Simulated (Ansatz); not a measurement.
Cl$_{9}$HSi$_{3}$Sn (`Cl[Si](Cl)(Cl)[SnH]([Si](Cl)(Cl)Cl)[Si](Cl)(Cl)Cl`). Charge 0, multiplicity 1. Sn takes the def2 core potential. The geometry is a stationary point of PBE0-D4/def2-TZVP. It is one conformer, not always the lowest.

```xyz
14

Cl   -3.257    1.985   -0.254
Si   -2.352    0.261    0.352
Cl   -3.148   -0.300    2.145
Cl   -2.746   -1.197   -1.017
Sn    0.178    0.592    0.552
Si    1.081    1.202   -1.763
Cl    0.622   -0.276   -3.089
Cl    0.252    2.946   -2.422
Cl    3.109    1.421   -1.711
Si    1.216   -1.643    1.242
Cl    3.247   -1.488    1.361
Cl    0.754   -3.069   -0.140
Cl    0.499   -2.240    3.057
H     0.544    1.807    1.686
```

(1) What is the dipole moment at r2SCAN/def2-TZVPP? (An estimate is asked.)

(2) And with PBE, B3LYP, ωB97M-V? (Estimate.)

(3) Give the Mulliken charges with r2SCAN, PBE, B3LYP in def2-TZVPP. (Estimate.)

Answers

(1) Computed: 0.89 D, with components (0.19, 0.63, 0.59) D in this frame, pointing from negative to positive charge.

(2) Computed: PBE 0.84 D, B3LYP 0.95 D, ωB97M-V 0.96 D.

(3) The calculation gave: 
```csv
atom,r2SCAN,PBE,B3LYP
Cl1,-0.19,-0.16,-0.18
Si2,0.49,0.39,0.47
Cl3,-0.19,-0.16,-0.18
Cl4,-0.19,-0.15,-0.18
Sn5,0.30,0.29,0.31
Si6,0.49,0.39,0.47
Cl7,-0.19,-0.15,-0.18
Cl8,-0.19,-0.16,-0.18
Cl9,-0.19,-0.16,-0.18
Si10,0.49,0.39,0.47
Cl11,-0.19,-0.16,-0.18
Cl12,-0.19,-0.15,-0.18
Cl13,-0.19,-0.16,-0.18
H14,-0.08,-0.07,-0.09
```

B3LYP here is the variant with VWN-RPA as its local correlation; programs differ in this.
